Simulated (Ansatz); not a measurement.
`C[Si](Cl)(Cl)C#N` + NH₃ → `C[Si](N)(Cl)Cl` + `C#N` at 700 K and 1 bar (ligand exchange at the Si–C bond).

Program: Ansatz. Geometries: PBE0-D4/def2-TZVP. ΔE: electronic, gas phase. CCSD(T)/CBS adds triple-zeta CCSD(T) − MP2 to the extrapolated MP2 energy (def2 sets, frozen cores). This one scheme is used for every species. One conformer a species, not always the lowest.

| species | CCSD(T)/CBS energy (Eh) | H − E (kJ/mol) | S (J/(mol·K)) |
| --- | --- | --- | --- |
| `C[Si](Cl)(Cl)C#N` | -1341.36541 | 209.7 | 492.1 |
| NH₃ | -56.50880 | 116.9 | 226.5 |
| `C[Si](N)(Cl)Cl` | -1304.56570 | 257.3 | 484.7 |
| `C#N` | -93.32098 | 68.7 | 235.2 |

H − E and S are ideal-gas, rigid-rotor, harmonic terms from PBE0-D4/def2-TZVP, for one conformer and one mirror image of each species. 1 Eh = 2625.50 kJ/mol, R = 8.31446 J/(mol·K).

**Question.** By hand: ΔE, ΔH, ΔS and ΔG.

**Answer.** ΔE = (-1304.56570) + (-93.32098) − (-1341.36541) − (-56.50880) = -0.01247 Eh = -32.7 kJ/mol. Δ(H − E) = 257.3 + 68.7 − 209.7 − 116.9 = -0.6, so ΔH = -33.3 kJ/mol. ΔS = 484.7 + 235.2 − 492.1 − 226.5 = 1.3 J/(mol·K). ΔG = -33.3 − 700 × (1.3)/1000 = -34.2 kJ/mol.

**Question.** By hand: the equilibrium constant, and the temperature at which ΔG would vanish if ΔH and ΔS stayed fixed.

**Answer.** log₁₀ K = −ΔG/(RT ln 10) = 2.6. ΔH and −TΔS have one sign here, so there is no such temperature.

The number of gas molecules stays the same, so ΔS is small and ΔH decides. A doubt of 5 kJ/mol in ΔE shifts log₁₀ K by 0.4 here. Other conformers and mirror images would add mixing entropy, several J/(mol·K) or more a flexible species. These are equilibria of isolated gas molecules and say nothing of rates. Largest T1 diagnostic: 0.014 (customary marks: 0.02 for closed shells, 0.045 for open ones).

ΔS is within the doubt of such terms, so its sign, and with it that verdict, could turn.
